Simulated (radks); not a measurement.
Neutral aluminium inside a hard spherical wall (all orbitals vanish at R), configuration held at [Ne] 3s2 3p1 and not refilled when levels cross. Calculated with a radial shooting solver on a logarithmic mesh with Libxc functionals: non-relativistic Kohn-Sham, PBEsol, spin-polarised, spherical densities, point nucleus; open shells are filled with parallel spins first. Eigenvalues in eV for spin up, with the zero of energy where the potential of the charges vanishes at infinity; a dash marks a level that is unbound or too diffuse for the functional's potential to be trusted. A positive occupied level is held by the wall or, in an anion where self-interaction has pushed it up, behind a barrier. The pressure on the wall is -dE/dV.

R (bohr)  E (hartree)  kinetic (hartree)    e(2s)    e(2p)   e(3s)   e(3p)  e(4s, empty)  e(4p, empty)  pressure (GPa)
free       -241.74564            241.295  -107.35  -69.533  -7.984  -2.991             -             -               0
20         -241.74564            241.295  -107.35  -69.533  -7.984  -2.991        -0.338         0.291        < 0.0001
12         -241.74552            241.296  -107.33  -69.515  -7.971  -2.977         0.151         1.410         0.00179
8          -241.74062            241.328  -106.99  -69.176  -7.755  -2.691         2.625         5.283           0.179
5          -241.62838            241.837  -103.84  -66.030  -5.555   0.386        16.266        21.686            12.5
3.5        -241.03701            243.739  -96.566  -58.752   2.172  10.227        51.007        58.456             173
2          -235.27676            258.051  -71.444  -33.025  62.701  74.829        244.20        242.37            6820
1.5        -224.02203            283.939  -42.291   -1.716  168.94  174.50        515.38        483.56           42000
